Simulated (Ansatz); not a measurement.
Consider the formal exchange of groups at a B–Se bond: `C[Se][BH][AlH2]` + GeH₄ → `[AlH2][BH][GeH3]` + `C[SeH]`.

Gas-phase electronic energies from Ansatz, PBE0-D4/def2-TZVP geometries. CBS: MP2 limit from def2 TZ/QZ plus the TZ coupled-cluster correction, frozen cores. DFT in def2-TZVPP. For Ge, Se outer-core shells are correlated without core-valence functions, which leaves a few kJ/mol of doubt a bond. Scalar relativity is left out up to krypton. Each species was taken in one conformer, which may not be the lowest.

Task: Is it downhill or uphill in electronic energy at CCSD(T)/CBS, and by how much? (Estimate.)

Result: Computed: Uphill: ΔE = +111.9 kJ/mol.

Task: What do these levels give: r2SCAN-D4, PBE0-D4, ωB97X-V, PBE, r2SCAN, HF/def2-TZVPP, SCS-MP2/def2-TZVPP, CCSD(T)/def2-TZVPP, HF/def2-QZVPP, MP2/def2-QZVPP, SCS-MP2/def2-QZVPP, HF/CBS(def2)? (An estimate is asked.)

Result: Computed: r2SCAN-D4 115.9, PBE0-D4 112.8, ωB97X-V 107.6, PBE 112.6, r2SCAN 115.1, HF/def2-TZVPP 95.1, SCS-MP2/def2-TZVPP 114.1, CCSD(T)/def2-TZVPP 112.5, HF/def2-QZVPP 95.4, MP2/def2-QZVPP 120.3, SCS-MP2/def2-QZVPP 114.1, HF/CBS(def2) 95.5 kJ/mol.

Largest T1 diagnostic among the species: 0.014.

The D4 term adds +5.2 kJ/mol with B3LYP and +2.8 kJ/mol with PBE0; it sums over pairs of atoms, weighted by their polarisabilities, and B3LYP, whose exchange is more repulsive, gets the larger term. In def2-TZVPP, CCSD(T) changes the Hartree–Fock value by +17.5 kJ/mol (the triples alone add +5.7 kJ/mol) and MP2 by +25.5 kJ/mol.

B3LYP here is the variant with VWN-RPA as its local correlation; programs differ in this.
